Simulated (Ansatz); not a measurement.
`BOCCS`, charge 0, multiplicity 1.

(1) Give a relaxed structure at PBE0-D4/def2-TZVP (Ansatz 0.2.0). (Best estimate.)

Results:

(1) The calculation gave: 
Cartesian coordinates in Å:
```
B 0.9336 1.2494 -1.6026
O 0.5608 0.0073 -1.2623
C 0.4530 -0.4046 0.0908
C -0.9976 -0.6731 0.4260
S -1.2066 -1.3396 2.0917
H 0.9773 1.5019 -2.7707
H 1.2055 2.0526 -0.7486
H 1.0389 -1.3180 0.2137
H 0.8653 0.3654 0.7522
H -1.6005 0.2279 0.3000
H -1.3995 -1.4348 -0.2454
H -0.8302 -0.2345 2.7553
```
This is one stationary point; other conformers may exist.
